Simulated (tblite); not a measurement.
Species: C5H9ClOSi2.
Numbering: `[O:1]=[CH:2][C:3]#[C:4][C@:5]([SiH3:6])([Cl:7])[CH2:8][SiH3:9]` (hydrogens: H10 on C2; H11, H12, H13 on Si6; H14, H15 on C8; H16, H17, H18 on Si9)

Structure used (GFN2-xTB), in Å, numbered top down from 1:
```xyz
18
C5H9ClOSi2 angstrom
O      3.9604   -1.1317    0.0247
C      3.4632   -0.2100   -0.5725
C      2.0955    0.1639   -0.5236
C      0.9197    0.4370   -0.4374
C     -0.4584    0.7757   -0.4122
Si    -1.4224   -0.2823   -1.7138
Cl    -0.6241    2.4587   -1.1447
C     -1.0371    0.7933    0.9868
Si    -0.8710   -0.8516    1.9453
H      4.0614    0.4481   -1.2358
H     -1.2773   -1.6951   -1.3671
H     -2.8064    0.1721   -1.6207
H     -0.8272    0.0078   -3.0131
H     -0.5372    1.5772    1.5629
H     -2.0899    1.0746    0.9263
H     -1.7723   -1.8403    1.3479
H     -1.2964   -0.5739    3.3185
H      0.5106   -1.3171    1.9168
```

Computed with GFN2-xTB (tblite): harmonic, unscaled wavenumbers at the GFN2-xTB geometry, gas phase. The method is semi-empirical: single wavenumbers can be off by several per cent or more. Modes of hydrogen on silicon can be 10 to 20 % off. One conformer, not necessarily the lowest.

Harmonic wavenumbers (cm⁻¹): 40.3, 51.6, 63.5, 86.4, 114.3, 138.3, 149.7, 157.3, 187.6, 217.9, 249.1, 263.3, 414.7, 419.5, 472.0, 512.7, 535.7, 546.5, 595.2, 628.7, 687.5, 748.0, 750.7, 766.3, 769.1, 775.6, 781.9, 792.4, 803.2, 861.7, 895.4, 1062.2, 1164.9, 1237.2, 1278.1, 1356.9, 1477.4, 1725.7, 2252.8, 2267.7, 2282.1, 2290.2, 2307.3, 2321.6, 2324.1, 2740.1, 2951.6, 2980.3.

A = 993.0, B = 651.6, C = 504.2 MHz; mass 175.988 u (most abundant isotopes); point group C1, symmetry number 1.

Question: Zero-point energy?

Answer: Half the sum of the wavenumbers: 24248 cm⁻¹ = 290.07 kJ/mol.

Question: Entropy at 500 K, 1 bar (ideal gas, RRHO, classical rotation)?

Answer: Translation 184.09, rotation 137.27, vibration 293.53: S = 614.9 J/(mol K).

Question: And Cp and H(500 K) − H(0)?

Answer: Cp = 271.45 J/(mol K), of which vibrations give 238.19 (their classical limit is 48 R = 399.1); H(500 K) − H(0) = 86.78 kJ/mol without the zero-point energy, 70.15 from vibrations.

Question: How do the functions run with temperature in this model?

Answer: 
```tsv
T (K)	S (J/(mol K))	Cp (J/(mol K))	H − H(0) (kJ/mol)	G − H(0) (kJ/mol)	ln q(vib)
50	268.7	71.6	2.45	-10.99	0.98
100	329.8	105.9	6.95	-26.02	3.09
298.15	491.7	205.1	38.10	-108.49	11.18
373.15	540.9	233.9	54.60	-147.24	13.98
750	735.2	321.6	161.40	-390.01	26.27
1000	832.5	353.8	246.10	-586.36	33.10
```

q(vib) and H(0) count from the zero-point level.

Question: What must be added to the electronic energy to get the Gibbs energy at 500 K and 1 bar?

Answer: ZPE + [H(500 K) − H(0)] − T·S = 290.07 + 86.78 − 307.44 = 69.41 kJ/mol.

Question: Blend soft modes into free rotors: weight 1/[1 + (100 cm⁻¹/ν̃)⁴] for the oscillator and the rest for a rotor with moment μB/(μ + B), μ = h/(8π²ν), B = 10⁻⁴⁴ kg m². What vibrational entropy results?

Answer: 266.30 J/(mol K) in place of 293.53, which changes −T·S at 500 K by +13.62 kJ/mol.

Question: Which modes carry the vibrational entropy at 500 K?

Answer: 40.3 cm⁻¹: 26.23; 51.6 cm⁻¹: 24.18; 63.5 cm⁻¹: 22.46; 86.4 cm⁻¹: 19.91; 114.3 cm⁻¹: 17.60; 138.3 cm⁻¹: 16.03 J/(mol K); the other 42 give 167.13 together.

Hindered rotation and anharmonicity are outside this model. Other conformers, if any are populated, would add a mixing term that is left out. The structure is chiral; the term R ln 2 for an equal mix with its mirror image is left out.

Time: 3.0 s wall. Hardware: an Intel Xeon at 2.50 GHz with one thread, on a shared host. This covers the Hessian and the dipole derivatives.
